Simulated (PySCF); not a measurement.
# Telling isomers of C8H10O apart by NMR

No solvent, equivalent nuclei averaged, non-relativistic, a single conformation. Shielding tensors at PBE0/pcSseg-1 (GIAO); PBE0-D3(BJ)/def2-SVP geometry; PySCF 2.14.

δ = σ(ref) − σ, references computed at the same level: TMS for ¹H (σ = 31.27 ppm), ¹³C (σ = 184.41 ppm). Where no couplings were computed, multiplicities follow the n + 1 count of equivalent neighbours, and m marks all less simple cases (inequivalent or close neighbours, rings, F or P nearby). Shifts are as computed. Against solution values, carbons near 30 ppm lie about +2 ppm off and those near 130 ppm about +5 ppm. Of 1211 compounds with measured shifts, 218 miss one by over three times the rms of a fit or turn the order of signals round; such compounds aren't used in these exercises. OH and NH positions are gas-phase values without hydrogen bonding to other molecules.

(1) Tabulate the signals of `CCc1cccc(O)c1`, `C#C[C@@H]1CCC[C@@H]2O[C@H]12` and their relative energies.

(2) What is the quickest way to tell CCc1cccc(O)c1 from C#C[C@@H]1CCC[C@@H]2O[C@H]12?

Results:

(1) 
| SMILES | carbon types | δC | δH | E rel. (kcal/mol) |
| --- | --- | --- | --- | --- |
| CCc1cccc(O)c1 | 2×C 4×CH 1×CH2 1×CH3 | 162.3, 153.3, 134.9, 124.6, 119.3, 114.0, 33.5, 21.0 | 7.21 (m, 1H), 6.84 (s, 1H), 6.78 (d, 1H), 6.35 (d, 1H), 3.76 (br s, 1H), 2.42 (q, 2H), 1.14 (t, 3H) | 0.0 |
| C#C[C@@H]1CCC[C@@H]2O[C@H]12 | 1×C 4×CH 3×CH2 | 88.8, 75.2, 53.9, 49.5, 31.4, 27.3, 25.5, 23.6 | 2.85 (m, 1H), 2.69 (m, 1H), 2.36 (m, 1H), 1.95 (d, 1H), 1.73 (m, 1H), 1.59 (m, 1H), 1.52 (m, 1H), 1.36 (m, 1H), 1.36 (m, 1H), 0.96 (m, 1H) | 67.9 |

Energies are electronic energies at PBE0/pcSseg-1 on these geometries, without zero-point or thermal terms, each for the one conformer computed, which needn't be the lowest.

(2) Both give the same number of carbon signals, but DEPT or the intensities differ. The first has an aromatic carbon bearing oxygen (C) at 162.3 ppm, the second an alkyne carbon (C) at 88.8 ppm. In the proton spectra the most deshielded non-exchanging signals are 7.21 (m, 1H) and 2.85 (m, 1H).
